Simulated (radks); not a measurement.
Spin polarisation of the 4f6 shell in Eu3+. Start: [Xe] 4f(up 3, down 3); electrons of 4f are moved from spin down to spin up, other shells keep equal spins. Calculated with a radial shooting solver on a logarithmic mesh with Libxc functionals: scalar-relativistic Kohn-Sham, BLYP, spin-polarised, spherical densities, finite nucleus; Fermi nuclear charge, rms radius of each element as measured or else 0.836 A^(1/3) + 0.57 fm.

moment (Bohr magnetons)  E - E(0) (eV)  e(4f up) (eV)  e(4f down) (eV)  5p down minus up (eV)
0                                0.000        -32.919          -32.919                  0.000
1                               -0.188        -33.279          -32.526                  0.323
2                               -0.753        -33.604          -32.100                  0.646
3                               -1.693        -33.893          -31.641                  0.968
4                               -3.006        -34.146          -31.150                  1.291
5                               -4.689        -34.359          -30.627                  1.614
6                               -6.739        -34.533          -30.071                  1.937

At moment 6 the spin-polarisation energy is -6.739 eV and the 4f exchange splitting 4.462 eV, that is 0.744 eV per Bohr magneton; E = -I m^2/4 would give I = 0.749 eV.
